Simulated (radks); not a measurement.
Values are calculated unless marked as measured or tabulated.
Question: The mean radii <r> (bohr) of the occupied orbitals of an atom or ion are listed with their occupations. Code: a radial shooting solver on a logarithmic mesh with Libxc functionals. Model: Dirac Kohn-Sham, PBEsol, spin-unpolarised, spherical densities, point nucleus.

orbital  occ.      <r>
1s1/2       2  0.02037
2s1/2       2  0.08591
2p1/2       2  0.07149
2p3/2       4  0.07876
3s1/2       2   0.2250
3p1/2       2   0.2147
3p3/2       4   0.2284
3d3/2       4   0.2013
3d5/2       6   0.2056
4s1/2       2   0.5071
4p1/2       2   0.5158
4p3/2       4   0.5469
4d3/2       4   0.5735
4d5/2       6   0.5844
5s1/2       2    1.212
5p1/2       2    1.340
5p3/2       4    1.431
4f5/2       6   0.7281
4f7/2       4   0.7385
5d3/2       1    1.969

Name the element and its charge. Open shells, if any, fill j = l - 1/2 first.

Answer: Z = 68, erbium, charge +3: Er3+ in [Xe] 4f10 5d1. The 1s radius gives Z: for a bare nucleus <r> = (2 gamma + 1)/(2Z) with gamma = sqrt(1 - (Z/c)^2), 0.02012 bohr for Z = 68, and screening makes it slightly larger (0.02037 here). The occupations add up to 65, and the charge is Z minus that.
